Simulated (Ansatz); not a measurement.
Reaction (ligand exchange at a Ga–N bond): `[CH3][GaH][NH]CF` + H–F → `[CH3][GaH][F]` + `NCF`

Computed with Ansatz on PBE0-D4/def2-TZVP structures; ΔE is electronic, products minus reactants. CBS: MP2 limit from def2 TZ/QZ plus the TZ coupled-cluster correction, frozen cores. This one scheme is used for every species. Functionals use def2-TZVPP. For Ga outer-core shells are correlated without core-valence functions, which leaves a few kJ/mol of doubt a bond. Scalar relativity is left out up to krypton. Each species was taken in one conformer, which may not be the lowest.

```
           species  ωB97M-V energy (Eh)
`[CH3][GaH][NH]CF`          -2159.79025
               H–F           -100.46072
   `[CH3][GaH][F]`          -2065.15318
             `NCF`           -195.12015
```

Q: Work out ΔE.

A: ΔE = (-2065.15318) + (-195.12015) − (-2159.79025) − (-100.46072) = -0.02236 Eh = -14.0 kcal/mol. CCSD(T)/CBS gives -10.7 kcal/mol.

Largest T1 diagnostic among the species: 0.013.

In def2-TZVPP, CCSD(T) changes the Hartree–Fock value by +6.6 kcal/mol (the triples alone add +0.7 kcal/mol) and MP2 by +7.3 kcal/mol. The D4 term adds +2.6 kcal/mol with B3LYP and +1.5 kcal/mol with PBE0; it sums over pairs of atoms, weighted by their polarisabilities, and B3LYP, whose exchange is more repulsive, gets the larger term.

B3LYP here is the variant with VWN-RPA as its local correlation; programs differ in this.
